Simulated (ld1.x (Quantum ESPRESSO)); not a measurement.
gallium, PAW: configuration errors across variants

gallium, PAW, made with ld1.x (Quantum ESPRESSO) 7.5 (PBE, scalar-relativistic). Core [Ar], reference 3d10 4s2 4p1. Waves: 4s (bound): rcut 1.25, rcutus 1.60 bohr; 4s channel at 0.15 Ry: rcut 1.25, rcutus 1.60 bohr; 4p (bound): rcut 2.35, rcutus 2.95 bohr; 4p channel at 1.65 Ry: rcut 2.35, rcutus 2.95 bohr; 3d (bound): rcut 0.80, rcutus 0.95 bohr; 3d channel at -1 Ry: rcut 0.80, rcutus 0.95 bohr. Local part: all-electron potential smoothed inside 2.70 bohr (lloc = -2). Core correction: a·sin(br)/r model core, default radius (ld1.x builds one for every PAW set, though the input has nlcc=.false.). Augmentation charge: PSQ, radius 0.75 bohr.

All-electron excitation energies from the reference (eV): (1) 3d10 4s2 4p0 5.688; (2) 3d10 4s1 4p0 26.816; (3) 3d10 4s0 4p0 58.088; (4) 3d10 4s0 4p3 13.371; (5) 3d9 4s2 4p1 27.696; (6) 3d10 4s1 4p1 13.060; (7) 3d10 4s2 4p0.5 2.030.

1 further variants failed, have other tests or too few solved ones, and are left out.

Errors AE − PS in meV (a dash: test not solved or not reliable):

```csv
change,(1),(2),(3),(4),(5),(6),(7),bound ghosts
base,-0.7,-5.1,-15,-2.3,-314,-1.7,-0.2,none
"waves 4p (bound): rcut 2.24, rcutus 2.38 bohr; 4p channel at 1.65 Ry: rcut 2.24, rcutus 2.38 bohr",-0.7,-4.9,-15,-2.1,-313,-1.9,-0.2,none
"waves 4p (bound): rcut 2.35, rcutus 2.80 bohr; 4p channel at 1.65 Ry: rcut 2.35, rcutus 2.80 bohr",-0.7,-5.0,-15,-2.1,-313,-1.8,-0.1,none
"waves 4p (bound): rcut 2.35, rcutus 3.46 bohr; 4p channel at 1.65 Ry: rcut 2.35, rcutus 3.46 bohr",-0.7,-5.1,-15,-1.1,-310,+2.1,+0.3,none
"waves 4p (bound): rcut 2.35, rcutus 3.78 bohr; 4p channel at 1.65 Ry: rcut 2.35, rcutus 3.78 bohr",-0.7,-5.1,-15,+2.5,-306,+5.3,+0.4,none
```

(1) Give the same row for: waves 4p (bound): rcut 2.00, rcutus 2.12 bohr; 4p channel at 1.65 Ry: rcut 2.00, rcutus 2.12 bohr.

Answers

(1) -0.7, -4.9, -15, +88, +841, -1.1, -0.2; bound ghosts: none.
